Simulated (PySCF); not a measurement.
## Spinor energies of I+ (iodine, charge +1)

Start: [Kr] 4d10 5s2 5p4; 5p1/2 filled at m_j = -1/2, +1/2; 5p3/2 filled at m_j = +1/2, +3/2. Calculated with PySCF 2.14 in x2c-TZVPPall-2c with one added diffuse shell each of s, p, d, f type (9s10p6d3f, 90 functions): generalised Hartree-Fock with the X2C-1e Hamiltonian and a Gaussian nucleus; spin-orbit coupling (SO) screened by Boettger's factors.

| spinor shell | electrons | ε, screened SO (eV) | weight of nominal j (screened SO) | rms radius, screened SO (bohr) |
| --- | --- | --- | --- | --- |
| 1s1/2 | 2 | -33339.9 | 1.000 | 0.0311 |
| 2s1/2 | 2 | -5258.4 | 1.000 | 0.127 |
| 2p1/2 | 2 | -4922.3 | 1.000 | 0.109 |
| 2p3/2 | 4 | -4620.8 | 1.000 | 0.115 |
| 3s1/2 | 2 | -1111.5 | 1.000 | 0.334 |
| 3p1/2 | 2 | -971.21 | 1.000 | 0.327 |
| 3p3/2 | 4 | -912.66 | 1.000 | 0.338 |
| 3d3/2 | 4 | -667.70 | 1.000 | 0.311 |
| 3d5/2 | 6 | -655.63 | 1.000 | 0.314 |
| 4s1/2 | 2 | -220.40 | 1.000 | 0.787 |
| 4p1/2 | 2 | -169.23 | 1.000 | 0.826 |
| 4p3/2 | 4 | -157.56 | 1.000 | 0.855 |
| 4d3/2 | 4 | -73.186 | 0.995 | 0.987 |
| 4d5/2 | 6 | -71.253 | 0.997 | 0.997 |
| 5s1/2 | 2 | -32.182 | 0.999 | 2.09 |
| 5p3/2 | 2 | -20.231 | 0.759 | 2.50 |
| 5p1/2 | 2 | -19.683 | 0.708 | 2.48 |

```csv
quantity,screened SO
E (hartree),-7113.45309
M_J,2
⟨J²⟩,6.028
⟨L²⟩,2.368
⟨S²⟩,1.863
```

Each row is a mean over spinors that exchange with the open shell spreads, by up to 4.642 eV (5s1/2).

Rows whose weight is well below 1 are mixtures of j = l ± 1/2: exchange outweighs spin-orbit coupling there, and the label is only the starting occupation.

Breit and QED terms are absent; they matter most for the inner s and p1/2 levels.

Densities and radii are taken from the X2C orbitals without a picture-change correction, which distorts them close to the nucleus.
